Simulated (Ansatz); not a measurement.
Ideal-gas functions of `[Cl][Sn][Cl]` at 800 K and 1 bar, from an Ansatz frequency run at PBE0-D4/def2-TZVP.

Molar mass 189.62 g/mol, point group C2v (symmetry number 2), electronic degeneracy 1, moments of inertia 105.874, 226.704, 332.578 u Å². Harmonic wavenumbers (cm⁻¹, unscaled): 120, 341, 359.

Use S(trans) = R[1.5 ln M + 2.5 ln T − 1.1517]; rotational temperatures θ = 24.2544 K / I; S(rot) = R[ln(√π/σ · √(T³/θAθBθC)) + 1.5]; for each mode x = 1.438777 ν̃/T, S = R[x/(eˣ − 1) − ln(1 − e⁻ˣ)] and H = RT x/(eˣ − 1); 1 cm⁻¹ = 0.0119627 kJ/mol; R = 8.31446 J/(mol·K).

Task: By hand: the entropy, in J/(mol·K).

Result: Translation 194.8. Rotation: θ = 0.2291, 0.107, 0.0729 K, giving 121.1. Vibration, mode by mode: 21.08, 12.51, 12.09, in all 45.7. Electronic 0.0. Sum 361.6 J/(mol·K).

Task: By hand: H − E and G − E in kJ/mol, counted from the electronic energy.

Result: Zero-point energy ½ × 820 × 0.0119627 = 4.9; thermal vibration 15.5; translation, rotation and pV give 4 RT = 26.6. H − E = 47.0 kJ/mol, and G − E = 47.0 − 800 × 361.6/1000 = -242.3 kJ/mol.

Vibration gives 13 % of the entropy, 21.1 J/(mol·K) of it from the mode under 150 cm⁻¹: soft modes count most, and the harmonic formula is weakest for them.
